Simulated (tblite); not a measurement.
A tight-binding relaxation on `C=Nc1cc([CH2][GeH3])sn1`.

Computed with GFN2-xTB geometry optimisation, gas phase (tblite 0.8.0). Start geometry: from a force field or distance geometry. The input is one job of a driver script: a line of settings, then coordinates in Å.

Command:
```bash
OMP_NUM_THREADS=1 python probes_run.py task.json out
```

Input:
```
{"job": {"kind": "relax", "xc": "GFN2-xTB", "basis": "xTB"}, "charge": 0, "multiplicity": 1}
C      3.927900    -0.788400    -0.172900
N      2.805000    -0.244400    -0.583200
C      1.667300    -0.083000     0.264600
C      0.474400     0.516100    -0.242300
C     -0.528500     0.590700     0.729900
C     -1.930600     1.075200     0.525400
Ge    -3.038800    -0.375200    -0.134400
S      0.117000    -0.089600     2.104000
N      1.639600    -0.484500     1.563200
H      4.742600    -0.880700    -0.857300
H      4.037700    -1.146600     0.840700
H      0.354000     0.846700    -1.252500
H     -1.944600     1.909800    -0.196000
H     -2.331200     1.440900     1.489800
H     -2.477300    -0.874700    -1.480500
H     -3.033100    -1.535700     0.911100
H     -4.488200     0.135500    -0.326100
```

Estimate the output.

```
step      E/eV     max force
  0    -700.32598    3.570
  1    -700.63198    2.459
  2    -700.72160    0.714
  3    -700.75338    0.451
  4    -700.78450    0.376
  5    -700.79841    0.346
  6    -700.81135    0.250
  7    -700.81588    0.183
  8    -700.81915    0.175
  9    -700.82203    0.164
... (91 lines left out)
101    -700.85558    0.014
102    -700.85563    0.020
103    -700.85569    0.024
104    -700.85574    0.023
105    -700.85579    0.015
106    -700.85582    0.013
107    -700.85584    0.013
108    -700.85586    0.016
109    -700.85587    0.012
110    -700.85588    0.005
```

«max force» is the largest atomic force in eV/Å.

From which step on does the largest force stay under 0.1 eV/Å, and how much energy is left to gain from there?

From step 84 (0.093 eV/Å), 5.1 meV above the end.

In short: energy lowered by 12.2 kcal/mol over 110 steps; largest atomic force 0.005 eV/Å at the end.

Give the final coordinates.

0.313 Å rms from the input after alignment:
```
atom  x, y, z in Å
C1     3.9323   -0.5942   -0.0458
N2     2.8145   -0.3826   -0.5850
C3     1.6607   -0.2390    0.1435
C4     0.5677    0.5410   -0.3209
C5    -0.4773    0.4680    0.5505
C6    -1.8254    1.0624    0.4655
Ge7   -3.1485   -0.3419   -0.0068
S8    -0.0384   -0.5986    1.8456
N9     1.4573   -0.8780    1.2781
H10    4.7817   -0.7539   -0.6941
H11    4.0990   -0.6195    1.0317
H12    0.5911    1.1189   -1.2256
H13   -1.8346    1.8506   -0.2891
H14   -2.1106    1.5049    1.4220
H15   -2.7667   -0.9978   -1.2916
H16   -3.1966   -1.3824    1.0621
H17   -4.5131    0.2540   -0.1568
```

Estimate the wall time. Hardware: an Intel Xeon at 2.50 GHz with one thread (shared host).

About 3.2 s.
Labels such as C1 count atoms from 1, the log's own numbers from 0.
